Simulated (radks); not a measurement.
Q: The mean radii <r> (bohr) of the occupied orbitals of an atom or ion are listed with their occupations. All-electron calculation, Dirac Kohn-Sham, BLYP, spin-unpolarised, spherical densities, finite nucleus; Fermi nuclear charge, rms radius of each element as measured or else 0.836 A^(1/3) + 0.57 fm. Program: a radial shooting solver on a logarithmic mesh with Libxc functionals.

| orbital | occ. | <r> |
|---|---|---|
| 1s1/2 | 2 | 0.03428 |
| 2s1/2 | 2 | 0.1492 |
| 2p1/2 | 2 | 0.1271 |
| 2p3/2 | 4 | 0.1317 |
| 3s1/2 | 2 | 0.4151 |
| 3p1/2 | 2 | 0.4089 |
| 3p3/2 | 4 | 0.4195 |
| 3d3/2 | 4 | 0.3966 |
| 3d5/2 | 6 | 0.4001 |
| 4s1/2 | 2 | 1.038 |
| 4p1/2 | 2 | 1.119 |
| 4p3/2 | 2 | 1.147 |
| 4d3/2 | 4 | 1.480 |
| 4d5/2 | 1 | 1.493 |
| 5s1/2 | 2 | 2.845 |
| 5p1/2 | 2 | 3.649 |

Name the element and its charge. Open shells, if any, fill j = l - 1/2 first.

A: Z = 43, technetium, charge 0: Tc in [Ar] 3d10 4s2 4p4 4d5 5s2 5p2. The 1s radius gives Z: for a bare nucleus <r> = (2 gamma + 1)/(2Z) with gamma = sqrt(1 - (Z/c)^2), 0.03371 bohr for Z = 43, and screening makes it slightly larger (0.03428 here). The occupations add up to 43, and the charge is Z minus that.
